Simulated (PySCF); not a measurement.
Molecule: C₂H₁₂GeN₄, SMILES C[N](C)[Ge]([NH2])([NH2])[NH2]. Atoms near the plane z = 0.0 Å, at the GFN2-xTB optimised geometry (x, y, z in Å): Ge4 (-0.8, -0.7, 0.0), N5 (1.1, -0.7, 0.0), N7 (-1.5, 1.0, 0.0), H14 (1.5, -1.6, 0.3), H15 (1.5, 0.0, 0.5), H18 (-1.3, 1.5, -0.9), H19 (-1.2, 1.6, 0.8).

Computed with PySCF with PBE0/def2-SVP. Cells within 0.4 Å of a nucleus heavier than hydrogen are left out (blank, or x). The values are rescaled to run from 0 to 1.

```
|1111111111111111111111111111111|
|1111111111111111111111111111111|
|1111111111111111111111111111111|
|1111111111111111111111111111111|
|1111111111011111111111111111111|
|1111111000000011111111111111111|
|1111110000000001111111111111111|
|1111110000000000111111111111111|
|1111110000000000111111111111111|
|1111111100110000111111111111111|
|111111122xx21000000000111111111|
|11111124xxx42100000000001111111|
|111111249xx42110000000000111111|
|1111112345543110000000000111111|
|1111111223442100000011000011111|
|1111111112211000000132100011111|
|1110000000000001210243100011111|
|11000000000xxx0134xxx1000011111|
|11000000000xxx0144xxx0000011111|
|100000000000x001221x53100011111|
|1000000000000000101364100011111|
|1000000000000000000232000011111|
|1100000000000000000000000011111|
|1100000000000000000000000011111|
|1100000000000000000000000111111|
|1110000000000000000000001111111|
|1111110000000000000000111111111|
|1111111111111111111111111111111|
|1111111111111111111111111111111|
|1111111111111111111111111111111|
|1111111111111111111111111111111|
```
Scale: ten equal steps from 0.000 (start of '0') to 1.00 (end of '9'), in the order '0123456789'; x runs from -4.00 to 4.00, y from -4.00 (bottom) to 4.00 (top).

Which quantity is mapped?
A. log10 of the electron density
B. an orbital amplitude
C. deformation density (molecule minus spherical neutral atoms)
D. electron localisation function

C, deformation density (molecule minus spherical neutral atoms). In full: deformation density (molecule minus spherical neutral atoms) (e/bohr³).
